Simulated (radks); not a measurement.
All-electron atom: Ru+ in [Kr] 4d7. All-electron calculation, scalar-relativistic Kohn-Sham, PBEsol, spin-polarised, spherical densities, point nucleus; open shells are filled with parallel spins first (spin-orbit coupling, left out, can overturn this in heavy ions). Program: a radial shooting solver on a logarithmic mesh with Libxc functionals. Some entries of the table are withheld. Estimate them.

orbital  occ.  eigenvalue (hartree)  <1/r> (bohr^-1)  r(max) (bohr)
1s down     1             -805.9751            45.86        0.02173
1s up       1             -805.9749            45.86        0.02173
2s up       1             -116.1192            10.36         0.1230
2s down     1             -116.1049            10.36         0.1230
2p up       3             -104.0444            10.05        0.09826
2p down     3             -104.0335            10.05        0.09825
3s up       1             -20.65749            3.592         0.3618
3s down     1             -20.64930            3.592         0.3618
3p up       3             -16.69118            3.421         0.3550
3p down     3             -16.68198            3.421         0.3551
3d up       5                   (1)            3.194         0.3009
3d down     5                   (2)            3.194         0.3010
4s up       1              -3.10259            1.342            (3)
4s down     1              -3.03614            1.348            (4)
4p up       3              -2.00593            1.194            (5)
4p down     3              -1.93512            1.199            (6)
4d up       5              -0.49029           0.8300          1.217
4d down     2              -0.41898           0.8199          1.214

Answer. 
(1) 3d up eigenvalue (hartree): -10.30529
(2) 3d down eigenvalue (hartree): -10.29161
(3) 4s up r(max) (bohr): 0.9151
(4) 4s down r(max) (bohr): 0.9129
(5) 4p up r(max) (bohr): 0.9842
(6) 4p down r(max) (bohr): 0.9813
